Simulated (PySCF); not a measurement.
cyclobutylmethylsilane (C5H12Si), SMILES [SiH3]CC1CCC1. The structure is a stationary point at PBE-D3(BJ)/def2-SVP. One conformer was computed; it need not be the lowest.

Computed equilibrium geometry at PBE-D3(BJ)/def2-SVP (PySCF confirms it by a frequency run) as Cartesian coordinates in Å (one conformer of several):
```xyz
18

Si     2.2420     0.4612     0.5487
C      0.7717    -0.7411     0.5137
C     -0.3447    -0.3366    -0.4462
C     -1.6832    -1.1304    -0.4492
C     -2.4296     0.2077    -0.6830
C     -1.1718     0.9510    -0.1653
H      2.8450     0.5914    -0.8264
H      3.3074    -0.0317     1.4924
H      1.8073     1.8307     1.0006
H      1.1627    -1.7492     0.2513
H      0.3712    -0.8256     1.5490
H      0.0523    -0.2933    -1.4848
H     -1.8946    -1.5440     0.5594
H     -1.8060    -1.9433    -1.1936
H     -3.3854     0.3702    -0.1462
H     -2.6002     0.3974    -1.7623
H     -1.2350     1.1455     0.9264
H     -0.8674     1.8914    -0.6679
```
